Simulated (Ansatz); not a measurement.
Basis-set series for C₂H₉BSSi (`BC[SiH2]SC`). Charge 0, multiplicity 1. All single points use the PBE0-D4/def2-TZVP geometry. It is one conformer, not always the lowest.

```json
{"functional": "PBE0-D4", "basis": "def2-TZVPP", "functions": "303", "energy (Eh)": "-793.84876", "HOMO (eV)": "-7.45", "LUMO (eV)": "-0.22"}
{"functional": "PBE0-D4", "basis": "def2-QZVPP", "functions": "581", "energy (Eh)": "-793.87693", "HOMO (eV)": "-7.45", "LUMO (eV)": "-0.33"}
{"functional": "ωB97M-V", "basis": "def2-TZVPP", "functions": "303", "energy (Eh)": "-794.12076", "HOMO (eV)": "-9.62", "LUMO (eV)": "1.46"}
{"functional": "ωB97M-V", "basis": "def2-QZVPP", "functions": "581", "energy (Eh)": "-794.14726", "HOMO (eV)": "-9.62", "LUMO (eV)": "1.13"}
```

Task: Give the rows for def2-SVP. (Estimate.)

Result: The calculation gave: 
```json
{"functional": "PBE0-D4", "basis": "def2-SVP", "functions": "123", "energy (Eh)": "-793.49044", "HOMO (eV)": "-7.44", "LUMO (eV)": "0.08"}
{"functional": "ωB97M-V", "basis": "def2-SVP", "functions": "123", "energy (Eh)": "-793.75388", "HOMO (eV)": "-9.58", "LUMO (eV)": "1.99"}
```

Positive LUMOs are unbound and depend on the basis.

Program: Ansatz 0.2.0.
